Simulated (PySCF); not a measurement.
# Electronic structure of Hf(66+) (hafnium, charge +66) at the LDA level

Configuration: [He] 2s2 2p2, high-spin 3P determinant. Calculation: PySCF 2.14, in an uncontracted even-tempered set (18 s from 44 bohr⁻², ratio 2.2; 13 p from 57 bohr⁻², ratio 2.2; 5 d from 210 bohr⁻², ratio 2.4; 5 f from 320 bohr⁻², ratio 2.4; 4 g from 480 bohr⁻², ratio 2.4); the spin-free X2C one-electron Hamiltonian (Gaussian nucleus).

```json
{
  "Total energy": "-8110.60 hartree",
  "One-electron energy": "-8375.34 hartree",
  "Hartree (Coulomb) energy": "347.86 hartree",
  "Exchange-correlation energy": "-83.13 hartree",
  "⟨S²⟩": "2.0000",
  "⟨L²⟩": "2.000",
  "Sum of ⟨r⟩": "0.3259 bohr",
  "Sum of ⟨r²⟩": "0.02618 bohr²",
  "Traceless quadrupole moment −½Σ⟨3z² − r²⟩ along its main axis": "0.00223 e·bohr²"
}
```

```
shell  electrons  mean orbital energy (eV)  rms radius, mean of both spins (bohr)
 1s α          1                  -72294.5                                 0.0215
 1s β          1                  -72252.6                                 0.0215
 2s α          1                  -17460.7                                 0.0838
 2s β          1                  -17395.5                                 0.0838
 2p α          2                  -16289.9                                 0.0749
```

Spin-orbit coupling is strong in this species (close to jj coupling), so the high-spin LS determinant is a model state, not a physical level.

Densities and radii are taken from the X2C orbitals without a picture-change correction, which distorts them close to the nucleus.
